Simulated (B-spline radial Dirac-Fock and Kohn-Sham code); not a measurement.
# Diagram lines of I³⁺

System: the I³⁺ ion, configuration 1s2 2s2 2p6 3s2 3p6 3d10 4s2 4p6 4d10 5s2 5p2, inside a Watson sphere of charge -3 and radius 2.4 Å (a model of the Madelung potential; inside it an electron's potential energy is raised by 18.0 eV).

Input file task.json (cfg lists n, l and occupation; rrms is the nuclear radius in fm):

```json
{"items": [{
  "Z": 53,
  "q": 3,
  "cfg": [[1, 0, 2], [2, 0, 2], [2, 1, 6], [3, 0, 2], [3, 1, 6], [3, 2, 10], [4, 0, 2], [4, 1, 6], [4, 2, 10], [5, 0, 2], [5, 1, 2]],
  "A": 127,
  "rrms": 4.75,
  "watson": [-3, 2.4],
  "do": ["binding"]
}]}
```

Run with: `python xray_run.py task.json out`

These are calculated numbers from a radial atomic solver; the model is relaxed Dirac-Fock hole states (ΔSCF) with Breit and QED corrections and a finite nucleus. A line energy is the difference of two single-hole energies; the list is a selection of electric-dipole transitions between resolved j subshells. The model has no electron correlation.

```csv
line,energy (eV),wavelength (Å)
K-N3,33035.5,0.37531
K-N2,33024.5,0.37543
K-M3,32291.2,0.38396
K-M2,32234.4,0.38463
K-L3,28610.3,0.43335
K-L2,28315.5,0.43787
L1-N3,5061.9,2.4494
L1-N2,5050.8,2.4547
L2-N4,4803.9,2.5809
L2-N1,4657.7,2.6619
L3-O1,4550.9,2.7244
L3-N5,4510.7,2.7486
```
